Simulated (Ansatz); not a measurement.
A CCSD(T) single point on ClF$_{2}$HSSi (`F[Si](F)(S)Cl`).

```yaml
crystal:
  periodic: [false, false, false]
  atoms:
    - {symbol: F, position_ang: [0.963390, -0.052887, 1.442829]}
    - {symbol: Si, position_ang: [0.337774, -0.341723, 0.024060]}
    - {symbol: F, position_ang: [0.460642, -1.889094, -0.244475]}
    - {symbol: S, position_ang: [-1.704657, 0.119079, -0.051274]}
    - {symbol: Cl, position_ang: [1.457958, 0.665641, -1.322095]}
    - {symbol: H, position_ang: [-1.473107, 1.434981, 0.104755]}
basis:
  gaussian: {orbitals: def2-TZVPP}
correlation: {method: ccsd_t}
output: {orbitals: {seedname: orbitals}}
```

```sh
$ ansatz run in.yaml --threads 2 --pin off --events-out ev --progress --plain
```

Log, shortened:

```
Functional definition: HF
1230 factors; integrals over basis functions are off by at most 1.1e-3 eV
mean field evaluation 1: about -36617.7117 eV, gradient 3.8e1 eV
mean field evaluation 2: about -36617.9779 eV, gradient 3.8e1 eV
mean field evaluation 4: about -36620.6540 eV, gradient 2.5e0 eV
mean field evaluation 8: about -36620.7063 eV, gradient 2.6e-1 eV
mean field -36620.70664294 eV, -1345.7861467215 hartree, gradient 5.2e-6 eV, S^2 0.000000; 0 other end points of the search recorded, 0 dependent functions left out
17 core orbitals not correlated: weight in the atoms' cores, before any rotation towards them, 1.000 or more for the frozen orbitals, at most 0.000 for the correlated occupied ones
reference -36620.70664294 eV, -1345.7861467215 hartree; 16, 16 occupied and 169, 169 virtual orbitals, 1230 factors
second order -26.46092381 eV of doubles, -0.00000000 eV of singles
cycle   1  -26.75698595 eV  change   -3.0e-1 eV  update   1.0e-1
cycle   2  -27.28413032 eV  change   -5.3e-1 eV  update   2.9e-2
cycle   3  -27.40572911 eV  change   -1.2e-1 eV  update   1.4e-2
cycle   4  -27.39194570 eV  change    1.4e-2 eV  update   2.9e-3
cycle   5  -27.38959627 eV  change    2.3e-3 eV  update   1.1e-3
cycle   6  -27.39004559 eV  change   -4.5e-4 eV  update   3.1e-4
cycle   7  -27.38980987 eV  change    2.4e-4 eV  update   1.0e-4
cycle   8  -27.38975617 eV  change    5.4e-5 eV  update   2.9e-5
cycle   9  -27.38976662 eV  change   -1.0e-5 eV  update   1.1e-5
perturbative correction -0.99262515 eV, -0.0364783013 hartree
Total energy: -36649.08903471 eV, -1346.8291803807 hartree
```

Hardware: 2 threads of a server CPU on a shared host. Wall time 62 s, peak host memory 2.4 GiB.

Correlation energy per correlated electron: -0.887 eV. T1 diagnostic: 0.0112.
